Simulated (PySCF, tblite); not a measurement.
C8H8N3 (charge -1).
Geometry (GFN2-xTB, Å), atoms numbered from 1 in this order:
```
atom  x, y, z in Å
C1    -2.2819   -0.5028   -0.0844
C2    -0.7761   -0.5193   -0.0528
C3    -0.1064   -1.7554   -0.1218
C4     1.2632   -1.8609   -0.0981
C5     2.0003   -0.6825   -0.0031
N6     3.3252   -0.4150    0.0424
N7     3.4425    0.8907    0.1326
N8     2.2925    1.5258    0.1512
C9     1.3267    0.5811    0.0668
C10   -0.0687    0.6665    0.0434
C11   -0.7397    2.0077    0.1203
H12   -2.6875   -0.0433    0.8197
H13   -2.6767   -1.5155   -0.1592
H14   -2.6492    0.0714   -0.9378
H15   -0.7072   -2.6575   -0.1952
H16    1.7530   -2.8259   -0.1517
H17   -1.3534    2.1921   -0.7650
H18    0.0233    2.7795    0.1886
H19   -1.3896    2.0723    0.9964
```

Computed geometry: GFN2-xTB, gas phase.

Take the most abundant isotopes and a rigid rotor. 

(1) Give the principal moments of inertia and the rotational constants in cm⁻¹.

(2) What kind of rotor is it?

(3) What does the inertial defect say?

(4) Give the other two planar moments, Paa and Pbb, and the rms extents of the mass along the axes.

(5) Where do the levels up to J = 3 lie, in cm⁻¹?

(6) Estimate the classical rotational partition function at 25 K, 50 K and 200 K.

## Answers

(1) Ia = 228.71, Ib = 489.49, Ic = 711.93 u·Å²; 505379 MHz·u·Å²/I gives 2210, 1032 and 709.9 MHz, that is A = 0.07371, B = 0.03444, C = 0.02368 cm⁻¹.

(2) An asymmetric top; Ray's κ = -0.570.

(3) Not planar: Δ = Ic − Ia − Ib = -6.27 u·Å². For a rigid frame Δ = −2 Σ m c², so Σ m c² = 3.14 u·Å² lies off the ab plane, practically all of it from hydrogen. The atom farthest from that plane is 0.88 Å away.

(4) Paa = Σ m a² = (Ib + Ic − Ia)/2 = 486.35 and Pbb = Σ m b² = (Ia + Ic − Ib)/2 = 225.58 u·Å². With the mass M = 146.07 u, the rms extents √(P/M) along a, b and c are 1.82, 1.24, 0.15 Å.

(5) Above 0(0,0):
J = 1: 1(0,1) 0.0581, 1(1,1) 0.0974, 1(1,0) 0.1081
J = 2: 2(0,2) 0.1724, 2(1,2) 0.2029, 2(1,1) 0.2351, 2(2,1) 0.3529, 2(2,0) 0.3549
J = 3: 3(0,3) 0.3395, 3(1,3) 0.3600, 3(1,2) 0.4243, 3(2,2) 0.5273, 3(2,1) 0.5365, 3(3,1) 0.7516, 3(3,0) 0.7519
Those of J = 1 are B + C, A + C and A + B.

(6) Point group Cs, symmetry number σ = 1; q = (√π/σ)·√((kT/h)³/(ABC)), k/h = 20836.6 MHz/K: 16600 at 25 K, 46800 at 50 K, 375000 at 200 K.

Its GFN2-xTB frequencies are all real (lowest 108 cm⁻¹). No vibrational averaging or centrifugal distortion is included, and the geometry carries the error of its method.
